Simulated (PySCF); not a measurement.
**Te: excitation energy**

Te [Kr] 4d10 5s2 5p4 (3P) → Te [Kr] 4d10 5s1 5p5 (3P), as a difference of total energies. Computed with PySCF 2.14 in aug-cc-pVTZ-PP with ECP28MDF (6s5p4d2f, 55 functions), with scalar relativity through the core potential. Correlated levels: valence: 4s2 4p6 4d10 frozen. The calculations carry no spin-orbit coupling.

| method | excitation energy (eV) |
| --- | --- |
| UHF | 9.988 |
| LDA | 9.383 |
| PBE | 9.267 |
| PBE0 | 9.479 |
| r2SCAN | 9.354 |
| r2SCAN0 | 9.538 |
| B97-3 | 9.436 |
| PBEsol | 9.298 |
| wB97X | 9.731 |
| MP2 (valence) | 9.199 |
| SCS-MP2 (valence) | 9.095 |

Task: How much does correlation contribute at MP2 (valence)?

Result: 9.199 − (9.988) = -0.789 eV, measured against UHF.

The upper state lies above the first ionisation limit, where it may autoionise and the basis confines it.
